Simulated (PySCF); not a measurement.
**Name the molecule from its bond curve**

A diatomic of charge +1 contains Zn. Its singlet curve at TPSSh in a double-zeta basis (no relativity, PySCF), in eV from the separated fragments:

| R (Å) | E (eV) |
| --- | --- |
| 2.288 | -0.508 |
| 2.395 | -0.603 |
| 2.501 | -0.655 |
| 2.581 | -0.673 |
| 2.661 | -0.677 |
| 2.741 | -0.671 |
| 2.847 | -0.649 |
| 2.980 | -0.609 |
| 3.140 | -0.549 |
| 3.353 | -0.463 |

The fit gives ωe = 275 cm⁻¹ and the rotational constant Bₑ = 0.3802 cm⁻¹.

Task: Which atom is the partner?

Result: The minimum lies at 2.648 Å, so the reduced mass is 16.8576 u Å² cm⁻¹/(Bₑ·Re²) = 6.323 u. With Zn at 63.93 u the partner weighs about 7.0 u: Li. The molecule is LiZn⁺.

Closed-shell solutions of metal pairs were not tested for spin polarisation, which can lower them a little.
